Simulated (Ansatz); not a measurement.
Reaction (cleavage of the Si–Si bond): `[AlH2][NH][SiH2][SiH3]` + `OCS` → `[SiH3]OCS` + `[AlH2][NH][SiH3]`

Computed with Ansatz on PBE0-D4/def2-TZVP structures; ΔE is electronic, products minus reactants. CCSD(T)/CBS adds triple-zeta CCSD(T) − MP2 to the extrapolated MP2 energy (def2 sets, frozen cores). Each species was taken in one conformer, which may not be the lowest.

`[AlH2][NH][SiH2][SiH3]`:

Cartesian coordinates in Å:
```
Al 1.321 -0.861 -2.121
N 1.058 -0.439 -0.409
Si 0.174 0.887 0.270
Si -1.596 0.154 1.624
H 0.700 0.088 -3.221
H 2.160 -2.168 -2.428
H 1.463 -1.066 0.275
H -0.360 1.684 -0.868
H 1.046 1.782 1.087
H -2.299 1.299 2.266
H -1.080 -0.737 2.702
H -2.584 -0.621 0.823
```

`OCS`:

Z-matrix (Å, degrees):
```
C
S 1 1.793
O 1 1.405 2 110.6
H 1 1.095 2 109.2 3 123.4
H 1 1.097 2 104.5 3 -120.8
H 2 1.343 1 96.4 3 -70.0
H 3 0.962 1 108.1 2 177.5
```

`[SiH3]OCS`:

Z-matrix (Å, degrees):
```
Si
O 1 1.649
H 1 1.479 2 106.2
H 1 1.489 2 110.5 3 -120.0
H 1 1.489 2 110.7 3 120.2
C 2 1.400 1 122.5 3 178.9
S 6 1.798 2 112.1 1 179.7
H 6 1.096 2 111.3 1 62.9
H 6 1.095 2 111.0 1 -57.8
H 7 1.343 6 96.4 2 71.5
```

`[AlH2][NH][SiH3]`:

```xyz
9

Al   -0.087   -1.682   -0.581
N     0.564   -0.222    0.208
Si   -0.143    1.346    0.360
H    -1.512   -1.588   -1.258
H     0.810   -2.986   -0.555
H     1.478   -0.315    0.632
H    -0.332    1.742    1.784
H    -1.468    1.303   -0.310
H     0.690    2.403   -0.280
```

```json
{"level": "HF/def2-TZVPP", "ΔE (kJ/mol)": "-113.3"}
{"level": "HF/def2-QZVPP", "ΔE (kJ/mol)": "-115.1"}
```

What does CCSD(T)/CBS give? (Best estimate.)

The calculation gave: -90.4 kJ/mol. The listed levels differ from it by -22.9, -24.7 kJ/mol.

Largest T1 diagnostic among the species: 0.013.

From PBE to PBE0 (25 % exact exchange), in def2-TZVPP and without D4, ΔE moves by −6.1 kJ/mol. In def2-TZVPP, CCSD(T) changes the Hartree–Fock value by +22.0 kJ/mol (the triples alone add +2.5 kJ/mol) and MP2 by +13.5 kJ/mol.
